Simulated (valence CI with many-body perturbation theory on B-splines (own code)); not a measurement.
**Sb+: calculated level list**

Calculated by configuration interaction combined with many-body perturbation theory (CI+MBPT): four valence electrons over a frozen Dirac-Fock core [Kr] 4d10, a basis of 11 s, 11 p, 10 d, 8 f, 5 g, 2 h functions for each j, with the one-electron correlation potential Σ1 (screened to all orders), the two-electron term Σ2, the three-electron term Σ3, Breit, model QED; selected single and double excitations, second order for the rest, scaled by the run's own slope (own B-spline code, finite nucleus).

Set against measurement, 27 paired levels are off by 129 cm⁻¹ on average, the worst by 345. These come from a selection out of the NIST Handbook of Basic Atomic Spectroscopic Data. Levels without a partner in it may be off by more. Among the levels kept, up to 800 cm⁻¹ of a level comes from second order outside the variational space, and about a tenth of that is noise between levels of different J, which matters for small intervals.

Levels 136 to 153 of 153, with energies above the lowest level, (5s^2 5p1/2^2) J=0. "Leading %" is the weight of the configuration and term that name the level; weights of strongly mixed levels are sums over their largest components and can fall short. In the jj column 3d3/2^4 stands for four electrons in 3d with j = 3/2.

```tsv
No.	Configuration	Term	J	E (cm⁻¹)	Leading %	g	Leading jj
136	5s2 5p 5f	3D	1	122897	85	0.550	5s^2 5p3/2 5f5/2 (85 %)
137	5s2 5p 7d	1F°	3	122929	59	1.073	5s^2 5p3/2 7d5/2 (47 %)
138	5s2 5p 5g	3F°	4	122940	41	1.128	5s^2 5p3/2 5g9/2 (87 %)
139	5s2 5p 5g	3G°	3	122964	51	0.880	5s^2 5p3/2 5g7/2 (87 %)
140	5s2 5p 5f	1D	2	123012	48	1.076	5s^2 5p3/2 5f7/2 (88 %)
141	5s2 5p 5g	3H°	6	123038	94	1.167	5s^2 5p3/2 5g9/2 (94 %)
142	5s2 5p 5g	1H°	5	123048	51	1.015	5s^2 5p3/2 5g7/2 (91 %)
143	5s2 5p 5g	3F°	3	123171	53	1.047	5s^2 5p3/2 5g9/2 (89 %)
144	5s2 5p 5g	3F°	2	123176	94	0.666	5s^2 5p3/2 5g7/2 (94 %)
145	5s2 5p 8p	1P	1	123210	41	1.041	5s^2 5p3/2 8p1/2 (54 %)
146	5s2 5p 8p	3P	2	123386	52	1.348	5s^2 5p3/2 8p1/2 (66 %)
147	5s2 5p 7d	1P°	1	123394	58	0.952	5s^2 5p3/2 7d5/2 (72 %)
148	5s2 5p 8p	3D	3	123495	89	1.329	5s^2 5p3/2 8p3/2 (89 %)
149	5s2 5p 8p	3S	1	123632	63	1.773	5s^2 5p3/2 8p3/2 (58 %)
150	5s2 5p 8p	1D	2	123760	59	1.139	5s^2 5p3/2 8p3/2 (68 %)
151	5s2 5p 8p	1S	0	124292	61		5s^2 5p3/2 8p3/2 (82 %)
152	5s2 5p 10s	3P°	0	124358	94		5s^2 5p1/2 10s (94 %)
153	5s2 5p 10s	3P°	1	124403	62	1.331	5s^2 5p1/2 10s (92 %)
```

Where two levels of one J and parity lie close, their mixing, g and order are uncertain.
